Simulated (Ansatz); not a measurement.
## Ligand exchange: Cd(CH3)Br + Sn(CH3)(SH) → Cd(CH3)(SH) + Sn(CH3)Br

Species: Cd(CH3)Br, singlet; Sn(CH3)(SH), singlet; Cd(CH3)(SH), singlet; Sn(CH3)Br, singlet. The partners trade Br for SH: Cd–Br and Sn–SH bonds give way to Cd–SH and Sn–Br.

Shapes, held fixed at every level: PBE0-D4/def2-TZVP. Flexible molecules stand in one conformer, not always the lowest. Programs: Ansatz 0.2.0. Electronic energies: no zero-point or thermal term.

(1) Estimate ΔE of this reaction.

Answers

(1) The highest level, CCSD(T)/def2-TZVPP, gives ΔE = +17.6 kJ/mol; the levels span +15.0 to +20.7. The column of differences is taken from that level and isn't an error. No measured value is set beside it here. For atoms past krypton def2 sets carry core potentials with scalar relativity. Relativity is left out for Br. Outer-core shells of Br, Cd, Sn are correlated, in sets that cover them unevenly. Times are processor times on shared x86 and Arm servers, and rough.

| level | kind | ΔE (kJ/mol) | less CCSD(T)/def2-TZVPP | CPU time (sum over the molecules) |
| --- | --- | --- | --- | --- |
| HF/def2-TZVPP | Hartree–Fock | +20.7 | +3.1 | – |
| SPW92/def2-TZVPP | LDA | +15.0 | -2.6 | 7.6 s |
| BHLYP-D4/def2-TZVPP | global hybrid | +17.3 | -0.3 | 18 s |
| r2SCAN0-D4/def2-TZVPP | global hybrid | +17.4 | -0.2 | 26 s |
| wB97M-V/def2-TZVPP | range-separated hybrid | +15.8 | -1.8 | 60 s |
| wB97X-V/def2-TZVPP | range-separated hybrid | +15.7 | -1.9 | 50 s |
| CCSD(T)/def2-TZVPP | coupled cluster or CI | +17.6 | 0.0 | 6.9 min |
